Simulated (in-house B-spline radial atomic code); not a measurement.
Orbital energies and mean radii along the 64-electron series, configuration [Xe] 4f10. The effective charge is n√(-2ε), a non-relativistic measure. Computed with a radial B-spline atomic code at the basis-set limit: Dirac-Hartree-Fock, average of the configuration, finite nuclei.

```
 ion   Z  energy of 5p3/2 (Eh)  mean radius of 5p3/2 (bohr)  energy of 5s1/2 (Eh)  mean radius of 5s1/2 (bohr)  energy of 5p1/2 (Eh)  mean radius of 5p1/2 (bohr)  effective charge of 5p3/2
Dy2+  66                -1.607                        1.583               -2.6981                       1.3281               -1.7909                       1.4855                     8.9639
Ho3+  67               -2.1804                       1.4955               -3.3641                       1.2736               -2.3939                       1.4074                     10.441
Er4+  68               -2.8156                       1.4172               -4.1002                       1.2213               -3.0634                       1.3363                     11.865
```
